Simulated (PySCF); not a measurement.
Two species compared at the same levels of theory.

First species: C6H9NO2S.
InChI=1S/C6H9NO2S/c1-7-6-2-4-10(8,9)5-3-6/h2H,1,3-5H2

Second species: C9H10NP.
Atom-mapped SMILES: `[CH:1]#[C:2][CH2:3][n:4]1[cH:5][p:6][c:7]([CH:8]=[CH2:9])[c:10]1[CH3:11]` (hydrogens: H12 on C1; H13, H14 on C3; H15 on C5; H16 on C8; H17, H18 on C9; H19, H20, H21 on C11)

Geometry (GFN2-xTB, Å), atoms numbered from 1 in this order:
```xyz
21
C9H10NP angstrom
C      3.4959    0.1114    1.1892
C      2.7391   -0.5903    0.5840
C      1.7847   -1.3900   -0.1679
N      0.7721   -0.5633   -0.7874
C      0.8233   -0.2159   -2.0957
P     -0.4604    0.7939   -2.6008
C     -1.0975    0.7243   -0.9416
C     -2.3383    1.3891   -0.5895
C     -3.2375    0.9617    0.2889
C     -0.2915   -0.0344   -0.1212
C     -0.4269   -0.2363    1.3498
H      4.1725    0.7098    1.7228
H      2.3170   -1.9347   -0.9547
H      1.3094   -2.1173    0.5007
H      1.6281   -0.5884   -2.7047
H     -2.5396    2.2895   -1.1580
H     -4.1451    1.5116    0.4721
H     -3.1226    0.0422    0.8361
H      0.5414   -0.1392    1.8403
H     -0.8351   -1.2222    1.5810
H     -1.0979    0.5155    1.7560
```

Levels: PBE0/pcSseg-1 for HOMO energy, LUMO energy and HOMO–LUMO gap. Geometries: GFN2-xTB. Each species is one conformer at its optimised geometry, gas phase, non-relativistic unless stated. Electronic properties by PySCF.

The conformers computed, where there is a choice (atom-mapped SMILES and torsion angles):
- `[CH:1]#[C:2][CH2:3][n:4]1[cH:5][p:6][c:7]([CH:8]=[CH2:9])[c:10]1[CH3:11]`: C2–C3–N4–C5 100°, P6–C7–C8–C9 145°

The conformers of `C=NC1=CCS(=O)(=O)CC1` aren't listed.

Values for the first species:

* HOMO energy: -7.04 eV
* LUMO energy: -1.68 eV
* HOMO–LUMO gap: 5.36 eV

Problem. Estimate the same properties for the second species, and the change in each.

Solution. 
| property | first | second | second less first |
| --- | --- | --- | --- |
| HOMO energy | -7.04 eV | -6.19 eV | +0.85 eV |
| LUMO energy | -1.68 eV | -0.40 eV | +1.28 eV |
| HOMO–LUMO gap | 5.36 eV | 5.79 eV | +0.43 eV |

